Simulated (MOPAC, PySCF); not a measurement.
HBr3Si, SMILES `Br[SiH](Br)Br`, neutral singlet in the gas phase. 

Z-matrix (Å, degrees):
```
Si
H 1 1.4704
Br 1 2.2030 2 108.88
Br 1 2.2030 2 108.88 3 120.00
Br 1 2.2030 2 108.87 3 -120.00
```
Charge 0, multiplicity 1.

All levels are single points at this geometry (r2SCAN-D4/def2-TZVP); Pople sets use spherical d functions. Orbital energies aren't observables, and empty levels follow the basis.

r2SCAN-D4/def2-TZVP in PySCF gives gap (eV) = 5.95.

Q: Estimate the gap (eV) from each of these levels: B3LYP/6-311+G** (LANL2DZ on Br) in PySCF; PBE/6-31G* in PySCF; HF/6-31G* in PySCF; HF/STO-3G in PySCF; PM6 in MOPAC.

A: 
```csv
level,gap (eV)
B3LYP/6-311+G** (LANL2DZ on Br) in PySCF,6.90
PBE/6-31G* in PySCF,5.21
HF/6-31G* in PySCF,13.91
HF/STO-3G in PySCF,15.62
PM6 in MOPAC,9.03
```
